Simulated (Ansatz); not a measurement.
Cl₂Sn, SMILES [Cl][Sn][Cl] (connectivity only; charge and spin as stated), charge +1, multiplicity 2.

The structure is a stationary point at B3LYP-D3(BJ)/def2-TZVP. The spin state was assumed, not searched. The isomer is the one that the SMILES or the coordinates give; other isomers of the formula were not compared. The def2 effective core potentials stand for the cores of Sn; spin–orbit coupling is left out.

Two levels are set side by side: PBE/def2-TZVPD (Ansatz, an electronic-structure program) and PBE0/def2-TZVPD (Ansatz). Energy differences of separate SCF runs at the same geometry; the states with an electron removed or added have multiplicity 1 and 1. Differences are taken from unrounded values.

```tsv
quantity	PBE0
vertical ionisation energy (eV)	16.51
vertical electron affinity (eV)	9.58
```

### Question
What does PBE give, and how far is it from PBE0? (The exact figures need the calculation; the answer reports its results.)

### Answer

```json
[
 {"quantity": "vertical ionisation energy (eV)", "PBE": "16.25", "PBE minus PBE0": "-0.26"},
 {"quantity": "vertical electron affinity (eV)", "PBE": "9.45", "PBE minus PBE0": "-0.13"}
]
```

On these quantities the two levels nearly agree.
